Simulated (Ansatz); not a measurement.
Basis sets compared for [Gd(H2O)6]3+ (GdO6H12³⁺). Total charge 3; octet. Geometry PBE-D4/def2-SVP. Ansatz on 4 threads of Arm Neoverse V1 on a shared host; times are rough, and most runs start from earlier orbitals.

```csv
atom,x (Å),y (Å),z (Å)
Gd1,-0.0012,-0.0001,0.0002
O2,1.3918,-1.5836,-1.0531
H3,2.2607,-1.9323,-0.7421
H4,1.2422,-2.0508,-1.9091
O5,-1.3898,1.5896,1.0502
H6,-1.2372,2.0602,1.9038
H7,-2.2581,1.9395,0.7387
O8,1.1078,1.7326,-1.1509
H9,1.8510,1.6556,-1.7952
H10,0.9373,2.7030,-1.1005
O11,-1.1105,-1.7310,1.1541
H12,-0.9387,-2.7014,1.1072
H13,-1.8540,-1.6530,1.7979
O14,1.5444,0.1831,1.7708
H15,1.5775,-0.3420,2.6054
H16,2.3082,0.8026,1.8503
O17,-1.5450,-0.1909,-1.7712
H18,-2.3081,-0.8115,-1.8485
H19,-1.5782,0.3304,-2.6081
```

In the def2 sets Gd takes a core potential; there is no spin–orbit coupling.

```
           level  functions  energy (Eh)  HOMO (eV)  LUMO (eV)  wall time
 PBE-D4/def2-SVP        221   -1222.5255     -20.60     -17.13        8 s
PBE0-D4/def2-SVP        221   -1222.4553     -22.56     -13.31       15 s
```

Problem. Estimate the rows for PBE-D4/def2-TZVP (with forces), PBE0-D4/def2-TZVP.

Solution. 
```tsv
level	functions	energy (Eh)	HOMO (eV)	LUMO (eV)	wall time
PBE-D4/def2-TZVP (with forces)	350	-1223.0920	-20.83	-17.37	17 s
PBE0-D4/def2-TZVP	350	-1223.0117	-22.71	-13.49	42 s
```
